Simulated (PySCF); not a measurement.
C6H7, charge +1, multiplicity 1. Atoms are numbered in the order given.

```xyz
13

C      0.5393    -1.1411     0.2325
C     -0.7370    -1.2503     0.3813
C     -1.3456    -0.0626    -0.4281
C     -0.5487     1.1977    -0.0057
C      0.9443     1.0032    -0.1065
C      1.5595    -0.2171     0.0712
H     -1.3109    -1.8816     1.0673
H     -1.2783    -0.2409    -1.5129
H     -2.4107     0.0108    -0.1656
H     -0.8510     2.0606    -0.6164
H     -0.7772     1.4658     1.0452
H      1.5631     1.8322    -0.4761
H      2.5947    -0.4256    -0.2087
```
Charge +1, spin multiplicity 1.

The structure is a stationary point at ωB97X-D3(BJ)/def2-SVP. The multiplicity is an assumed one; no other spin state was optimised. The isomer is the one that the SMILES or the coordinates give; other isomers of the formula were not compared. The values are those of a single conformer.

Calculation: PBE/pcSseg-1 (PySCF).

GIAO shieldings, no solvent; atoms listed in one row are averaged. δ = σ(ref) − σ: ¹³C against TMS (σ = 182.0 ppm); ¹H against TMS (σ = 31.49 ppm), references at their B3LYP-D3(BJ)/def2-TZVP geometries, non-relativistic.

| nucleus | atoms | count | δ (ppm) |
|---|---|---|---|
| ¹³C | C1 | 1 | 276.9 |
| ¹³C | C5 | 1 | 224.9 |
| ¹³C | C6 | 1 | 127.6 |
| ¹³C | C2 | 1 | 109.6 |
| ¹³C | C3 | 1 | 88.7 |
| ¹³C | C4 | 1 | 41.9 |
| ¹H | H12 | 1 | 9.41 |
| ¹H | H8 | 1 | 7.17 |
| ¹H | H7 | 1 | 6.85 |
| ¹H | H13 | 1 | 6.84 |
| ¹H | H9 | 1 | 4.41 |
| ¹H | H11 | 1 | 3.92 |
| ¹H | H10 | 1 | 3.16 |
